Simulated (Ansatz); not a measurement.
The same path of BrClGaH5N2 (10 atoms, charge 0, multiplicity 1) was run twice with different band settings.

The calculation used RKS PBE/def2-SVP (Ansatz 0.2.0).

Relaxed end points:

```xyz
10
Properties=species:S:1:pos:R:3
Ga -0.026 0.750 0.037
N -0.137 0.051 2.023
H -0.947 -0.576 2.126
H 0.723 -0.474 2.240
N 1.630 0.069 -0.495
H 2.285 0.810 -0.777
H 1.544 -0.565 -1.301
Cl -1.831 -0.270 -0.712
Br -0.202 3.054 0.468
H -0.233 0.831 2.688
```

```xyz
10
Properties=species:S:1:pos:R:3
Ga -0.028 0.748 0.035
N -0.137 0.048 2.021
H -0.939 -0.588 2.128
H 0.729 -0.463 2.242
N 1.627 0.063 -0.493
H 1.543 -0.558 -1.308
H 2.283 0.807 -0.764
Cl -1.836 -0.264 -0.716
Br -0.193 3.053 0.473
H -0.243 0.832 2.680
```

Common settings: movable images 7; climbing image yes; spring 5.0 eV/Å²; optimiser quadratic models (default); force threshold 0.05 eV/Å; iteration limit 60; end points relaxed.

| run | start path |
| --- | --- |
| 1 | through a guess of the saddle point |
| 2 | straight line |

What does each run give, and how far can it be trusted?

Run 1: converged after 17 iterations, highest image 0.210 eV above the first end. A vibrational analysis at the climbing image gives one clearly imaginary mode, 208i cm⁻¹: a first-order saddle point.
Run 2: converged after 17 iterations, highest image 0.202 eV above the first end. The order of the point at the top wasn't checked.
